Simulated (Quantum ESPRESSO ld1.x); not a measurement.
Problem. These are the eigenvalues of the occupied orbitals of an atom or ion with whole-number occupations (hartree). Method: scalar-relativistic Kohn-Sham, LDA (Slater exchange, Perdew-Wang correlation), spin-polarised, spherical densities, point nucleus; computed with ld1.x of Quantum ESPRESSO 7.5.

orbital  eigenvalue
1s         -3056.98
2s         -543.672
2p         -469.249
3s         -130.696
3p         -109.199
3d         -86.5618
4s         -30.4388
4p         -23.3880
4d         -15.0240
4f         -5.73815
5p         -4.46384
5d         -2.22357

Which element is it, and in what charge state? The configuration may be excited. Open shells, if any, are filled with parallel spins first.

Solution. Z = 80, mercury, charge +4: Hg4+ in [Kr] 4d10 4f14 5p6 5d10. The list shows which subshells hold electrons but not how many an open one holds; the 1s level, -3057 hartree, gives Z - s = 78.2 by -(Z - s)^2/2, which with screening and relativity narrows Z to a few neighbours, and the depths of the outer levels then fix element, charge and occupations together.
